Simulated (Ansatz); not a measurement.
Reaction (homolysis of the C–Si bond): `NC[SiH2]S` → `[CH2]N`• + `[SiH2]S`•

Calculated with Ansatz (gas phase, PBE0-D4/def2-TZVP geometries, no zero-point term in ΔE). CCSD(T)/CBS adds triple-zeta CCSD(T) − MP2 to the extrapolated MP2 energy (def2 sets, frozen cores). Functionals use def2-TZVPP. B3LYP here is the variant with VWN-RPA as its local correlation; programs differ in this. No spin–orbit coupling; open shells (•) take unrestricted orbitals. Each species was taken in one conformer, which may not be the lowest.

```tsv
level	ΔE (kJ/mol)	difference from CCSD(T)/CBS
PBE-D4	304.2	-29.9
r2SCAN-D4	295.7	-38.4
PBE0-D4	310.6	-23.5
B3LYP-D4	303.1	-31.0
ωB97X-V	328.8	-5.3
ωB97M-V	331.5	-2.6
B2PLYP	308.1	-26.0
PBE	295.3	-38.8
r2SCAN	293.1	-41.0
PBE0	302.9	-31.2
B3LYP	289.2	-44.9
HF/def2-TZVPP	231.9	-102.2
MP2/def2-TZVPP	339.8	5.7
SCS-MP2/def2-TZVPP	338.2	4.1
CCSD/def2-TZVPP	318.0	-16.1
CCSD(T)/def2-TZVPP	324.7	-9.4
HF/def2-QZVPP	231.4	-102.7
MP2/def2-QZVPP	345.0	10.9
SCS-MP2/def2-QZVPP	344.2	10.1
HF/CBS(def2)	231.3	-102.8
MP2/CBS(def2)	349.2	15.1
CCSD/CBS(def2)	327.4	-6.7
CCSD(T)/CBS	334.1	0
```

Largest T1 diagnostic among the species: 0.016.

The D4 term adds +14.0 kJ/mol with B3LYP and +7.8 kJ/mol with PBE0; it sums over pairs of atoms, weighted by their polarisabilities, and B3LYP, whose exchange is more repulsive, gets the larger term. In def2-TZVPP, CCSD(T) changes the Hartree–Fock value by +92.8 kJ/mol (the triples alone add +6.7 kJ/mol) and MP2 by +107.9 kJ/mol; breaking electron pairs costs correlation energy, which Hartree–Fock lacks. From PBE to PBE0 (25 % exact exchange), in def2-TZVPP and without D4, ΔE moves by +7.5 kJ/mol.
